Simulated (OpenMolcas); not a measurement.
An OpenMolcas run meant for Re VI (ANO-RCC-VQZP, DKH2; inactive shells 1s 2s 2p 3s 3p 3d 4s 4p 4d 4f 5s 5p; intended active space 2 electrons in 5 orbitals (5d)). One step of its input:

```
&RASSCF
FileOrb=start.orb
Symmetry=1
Spin=3
nActEl=2 0 0
Inactive=19 15
Ras2=5 0
CIRoot=10 10 1
SDav=10
CIMx=300
Iter=73 100
PrWF=0.3
OrbListing=Nothing
MaxOrb=0
Atom
>>> COPY $Project.JobIph JOB001
```

Lines from the output:

```
...
      sym 1:   1.000000   0.000000   0.000000   1.000000   0.000000
      Natural orbitals and occupation numbers for root  2
      sym 1:   1.000000   1.000000   0.000000   0.000000   0.000000
      Natural orbitals and occupation numbers for root  3
      sym 1:   0.000001   0.999999   0.000001   0.999999  -0.000000
::    RASSCF root number  1 Total energy: -16654.14089999
::    RASSCF root number  2 Total energy: -16653.02682522
::    RASSCF root number  3 Total energy: -16652.69285417
::    RASSCF root number  4 Total energy: -16652.43254831
::    RASSCF root number  5 Total energy: -16652.10686325
::    RASSCF root number  6 Total energy: -16650.92990937
::    RASSCF root number  7 Total energy: -16646.29227277
::    RASSCF root number  8 Total energy: -16646.01189991
::    RASSCF root number  9 Total energy: -16644.93803893
::    RASSCF root number 10 Total energy: -16644.34773489
                  YZ= -2.5088E-15              ZZ= -1.9489E+00
--
  Molden files will not be produced
      Average orbitals are written to the RASORB file
--- Stop Module: rasscf at  /rc=_RC_NOT_CONVERGED_ ---
.#######################.
.# Convergence problem #.
.#######################.
```

Question: What is wrong with the input?

Answer: The inactive counts of the gerade and ungerade irreps are swapped.
